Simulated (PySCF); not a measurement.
Gas-phase reaction: 3 InBr + Cl2 ⇌ 2 InCl + InBr3

Energies from PySCF, thermal terms from the rigid-rotor harmonic-oscillator model, ideal gas at 1 bar. † marks an energy on the PBE0/def2-TZVP geometry and frequencies; other levels use their own. MP2 and CCSD(T) freeze the core. All species are closed-shell singlets. B3LYP is the form with VWN-RPA correlation. In: scalar-relativistic def2 core potential, no spin-orbit coupling. Br: all electrons, no relativistic terms. MP2 isn't extrapolated to the basis-set limit; its ΔH°(298 K) is -353.3 kJ in def2-SVP and -323.1 kJ in def2-TZVPP. CCSD(T) isn't extrapolated to the basis-set limit; its ΔH°(298 K) is -323.9 kJ in def2-SVP and -311.9 kJ in def2-TZVPP. The harmonic model lacks anharmonicity and excited electronic states, which grow with temperature; levels with a mode under 35 cm⁻¹ are left out. Soft modes under 120 cm⁻¹ make the harmonic entropy rough for InBr3.

| level | ΔE electronic, kJ | ΔH°(298 K), kJ | ΔS°(298 K), J/K | ΔG°(1200 K), kJ |
|---|---|---|---|---|
| B3LYP/def2-TZVP† | -269 | -267 | -131 | -117 |
| CCSD(T)/def2-SVP† | -326 | -324 | -131 | -174 |
| CCSD(T)/def2-TZVPP† | -314 | -312 | -131 | -162 |
| MP2/def2-SVP† | -356 | -353 | -131 | -203 |
| MP2/def2-TZVPP† | -325 | -323 | -131 | -173 |
| PBE/def2-TZVP† | -273 | -270 | -131 | -120 |
| PBE0/def2-SVP† | -315 | -313 | -131 | -163 |
| PBE0/def2-TZVP | -299 | -297 | -131 | -147 |
| LDA/def2-TZVP† | -301 | -299 | -131 | -149 |
ΔH° is lowest at MP2/def2-SVP† and highest at B3LYP/def2-TZVP†. No reference value is set beside these.
